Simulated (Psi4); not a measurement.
## InNH2F2 (SMILES [NH2][In]([F])[F]): entropy by statistical mechanics

A singlet with charge 0, relaxed at B3LYP-D3(BJ)/def2-TZVP (density fitting, core potential) (Psi4 1.11):

```xyz
6

N    -0.2667    1.1725   -0.2809
In    0.2694   -0.7457    0.0316
F     1.8720   -1.2889    0.9982
F    -0.6079   -2.2749   -0.7987
H     0.0132    1.7943    0.4679
H    -1.2580    1.2889   -0.4534
```

Harmonic wavenumbers in cm⁻¹: 129, 142, 148, 250, 498, 590, 595, 640, 847, 1553, 3507, 3606.

Masses in u: N 14.007, In 114.818, F 18.998, H 1.008. Take T = 298.15 K, p = 1 bar, R = 8.3145 J/(mol K), kT/hc = 207.22 cm⁻¹, rigid rotor and harmonic oscillator.

Task: Compute the standard molar entropy.

Result: 
1. Translation (Sackur–Tetrode): S = R[3/2 ln M + 5/2 ln T − 1.1517] with M = 168.837 gives 172.8 J/(mol K).
2. Rotation: principal moments 100.126, 114.547, 213.810 u Å² give A, B, C = 0.1684, 0.1472, 0.0788 cm⁻¹; the symmetry number is σ = 1; q = (√π/σ)√((kT/hc)³/ABC) = 119628; S = R(ln q + 3/2) = 109.7.
3. Vibration: with u = ν̃/207.22, each mode gives R[u/(eᵘ − 1) − ln(1 − e⁻ᵘ)]; the sum is 51.6, most from 129 cm⁻¹ (12.4), 142 cm⁻¹ (11.6), 148 cm⁻¹ (11.3).
4. Spin: R ln 1 = 0.0.
5. Sum: 172.8 + 109.7 + 51.6 + 0.0 = 334.1 J/(mol K).

No measured value is set beside it here. Where a soft mode is a torsion, a harmonic oscillator describes it poorly.
